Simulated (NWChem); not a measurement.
Program: NWChem. System: H₃ClSi, charge 0, spin multiplicity 1, at a geometry optimised with B3LYP/def2-SVP. The structure started from a generated list of species. Level: MP2/def2-TZVP, 10 core orbitals frozen.

NWChem printed:

```
             Northwest Computational Chemistry Package (NWChem) 7.3.0
             --------------------------------------------------------

                                NWChem Input Module
                                -------------------

 Scaling coordinates for geometry "geometry" by  1.889725989
 (inverse scale =  0.529177249)

 Turning off AUTOSYM since
 SYMMETRY directive was detected!

                             Geometry "geometry" -> ""
                             -------------------------

 Output coordinates in angstroms (scale by  1.889725989 to convert to a.u.)

  No.       Tag          Charge          X              Y              Z
 ---- ---------------- ---------- -------------- -------------- --------------
    1 Si                  14.0000     0.02790600    -0.99652100     0.00000000
    2 Cl                  17.0000    -0.03029400     1.08179200     0.00000000
    3 H                    1.0000     0.74437600    -1.46004300     1.21799800
    4 H                    1.0000     0.74437600    -1.46004300    -1.21799800
    5 H                    1.0000    -1.36443200    -1.51909000     0.00000000

 Effective nuclear repulsion energy (a.u.)      85.4045721171

            Nuclear Dipole moment (a.u.)
            ----------------------------
        X                 Y               Z
 ---------------- ---------------- ----------------
     0.0000113384    -0.0000113384     0.0000000000

      Symmetry information
      --------------------

 Group name             Cs
 Group number              2
 Group order               2
 No. of unique centers     4

      Symmetry unique atoms

     1    2    3    5


 Summary of "ao basis" -> "" (spherical)
 ------------------------------------------------------------------------------
       Tag                 Description            Shells   Functions and Types
 ---------------- ------------------------------  ------  ---------------------
 *                         def2-tzvp                  on all atoms

 Summary of "ao basis" -> "ao basis" (spherical)
 ------------------------------------------------------------------------------
       Tag                 Description            Shells   Functions and Types
 ---------------- ------------------------------  ------  ---------------------
 Si                        def2-tzvp                13       37   5s5p2d1f
 Cl                        def2-tzvp                13       37   5s5p2d1f
 H                         def2-tzvp                 4        6   3s1p
[...]
 -----------   ------   -------------------------------------------------------
    1 Si  14    13.56   2.00  0.58  1.39  0.83  0.34  4.12  1.73  0.51  1.35  0.27  0.16  0.23  0.04
    2 Cl  17    17.33   2.01  0.45  1.52  1.08  0.87  4.18  1.69  1.07  2.90  1.53  0.01  0.03  0.00
    3 H    1     1.04   0.24  0.56  0.22  0.01
    4 H    1     1.04   0.24  0.56  0.22  0.01
    5 H    1     1.04   0.24  0.56  0.22  0.01

       Multipole analysis of the density wrt the origin
       ------------------------------------------------

     L   x y z        total         open         nuclear
     -   - - -        -----         ----         -------
     0   0 0 0     -0.000000      0.000000     34.000000

     1   1 0 0      0.016449      0.000000      0.000011
     1   0 1 0     -0.587542      0.000000     -0.000011
     1   0 0 1      0.000000      0.000000      0.000000

     2   2 0 0    -20.958458      0.000000     10.700229
     2   1 1 0     -0.013927      0.000000     -3.740306
     2   1 0 1      0.000000      0.000000      0.000000
     2   0 2 0    -20.461021      0.000000    144.158509
     2   0 1 1      0.000000      0.000000      0.000000
     2   0 0 2    -20.958855      0.000000     10.595484

                   NWChem MP2 Semi-direct Energy/Gradient Module
                   ---------------------------------------------

  Basis functions       =     92
  Molecular orbitals    =     92
  Frozen core           =     10
  Frozen virtuals       =      0
  Active alpha occupied =      7
  Active beta occupied  =      7
  Active alpha virtual  =     75
  Active beta virtual   =     75
  Use MO symmetry       = T
  Use skeleton AO sym   = T

  AO/Fock/Back tols     =   1.0D-09  1.0D-09  1.0D-09

 GA uses MA = F    GA memory limited = T

 Available:
  local mem=  1.26D+08
 global mem=  1.44D+08
 local disk=  0.00D+00
  mp2_memr nvloc                    75
  nvloc new                    75
   1 passes of   7:        5242880                      43506                   7507982.
   1 passes of   7: M    126151833           G      144162272           F     120908953.

 Semi-direct pass number   1 of   1  for RHF alpha+beta  at        1.2s
  vrange nnbf                  4198
  mp2_eaftype                    28  avail_ma_in_mb                  1099
 EAF : mp2_eaftype filesize          28    3753991.
  mp2_eaf for mointskh                     28
Node 0 wrote     17.6 Mb in      0.0 s     Agg I/O rate:  1398.7 Mb/s
 Done moints_semi at        2.6s
  mp2_eaftype                    28  avail_ma_in_mb                  1071
 EAF : mp2_eaftype filesize          28    3753991.
  mp2_eaf for kh                    28
 Done maket at        2.7s
 Done multipass loop at        2.7s

          -------------------------------------------
          SCF energy                -750.247221892191
          Correlation energy          -0.307129945096
          Singlet pairs               -0.211280852214
          Triplet pairs               -0.095849092883
          Total MP2 energy          -750.554351837287
          -------------------------------------------

          ---------------------------------------------------
                    Spin Component Scaled (SCS) MP2
          Same spin pairs                     -0.063899395255
          Same spin scaling factor             0.333333333333
          Opposite spin pairs                 -0.243230549841
          Opposite spin scaling fact.          1.200000000000
          SCS-MP2 correlation energy          -0.313176458228
          Total SCS-MP2 energy              -750.560398350419
          ---------------------------------------------------

 -----------------------
 Performance information
 -----------------------

 Timer overhead =  9.76D-08 seconds/call

               Nr. of calls         CPU time (s)                 Wall time (s)                GFlops
             ---------------    -------------------     ------------------------------   -------------------
Name         Min   Avg   Max    Min     Avg     Max     Min     Avg     Max   Mx/calls   Min     Max     Sum
mp2: moin     1     1     1    1.4     1.4     1.4      1.4     1.4     1.4     1.4      0.0     0.0     0.0
mp2: make     1     1     1   5.68E-2 5.68E-2 5.68E-2  5.68E-2 5.68E-2 5.68E-2 5.68E-2   0.0     0.0     0.0
mp2: tota     1     1     1    1.5     1.5     1.5      1.5     1.5     1.5     1.5      0.0     0.0     0.0

 The average no. of pstat calls per process was 3.00D+00
 with a timing overhead of 2.93D-07s

 Task  times  cpu:        2.7s     wall:        2.7s

 Total times  cpu:        2.7s     wall:        2.7s
```

Q: Write an NWChem input that would produce this output.

A: This is not unique; one that fits is 
```
start mol
memory heap 200 mb stack 900 mb global 1100 mb
geometry units angstroms nocenter noautoz
  Si     0.027906    -0.996521     0.000000
  Cl    -0.030294     1.081792     0.000000
  H      0.744376    -1.460043     1.217998
  H      0.744376    -1.460043    -1.217998
  H     -1.364432    -1.519090     0.000000
  symmetry group Cs
end
basis spherical
  * library def2-tzvp
end
scf
  rhf
  nopen 0
  maxiter 100
  thresh 1e-7
  semidirect memsize 60000000 filesize 0
end
mp2
  freeze core 10
end
task mp2 energy
```
